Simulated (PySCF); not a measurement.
Question: Give a PBE0-D3(BJ)/def2-SVP geometry of `[CH3][Sn@@H]([PH2])[Cl]`.

Answer: 
```
atom  x, y, z in Å
C1    -1.766   -0.311    0.010
Sn2    0.186    0.552    0.160
P3     1.995   -1.042   -0.551
Cl4    0.220    2.235   -1.502
H5    -2.014   -0.873    0.921
H6    -1.794   -0.982   -0.859
H7    -2.493    0.501   -0.133
H8     0.468    1.376    1.639
H9     2.253   -1.456    0.795
H10    2.988   -0.016   -0.503
```

Orientation and origin are arbitrary. Atoms count from 1 in this order. P3 (three-coordinate phosphorus) is pyramidal (angles 92.9°, 92.7° and 92.0°, sum 277.6°, 0.90 Å off the plane of its three neighbours). Sn2 (tin bonded to C, Cl, P and H) is distorted tetrahedral (angles from 104.0° to 115.4°).

Bonds between heavy atoms (Å): C1–Sn2 2.139, Sn2–P3 2.514, Sn2–Cl4 2.365.

The calculation used PBE0-D3(BJ)/def2-SVP geometry optimisation, gas phase, def2 core potentials past Kr (PySCF).

Point group: C1 (no symmetry element, even within 0.4 Å). No frequency check. One conformer, not necessarily the lowest (C1–Sn2–P3–H -96° and 171°).
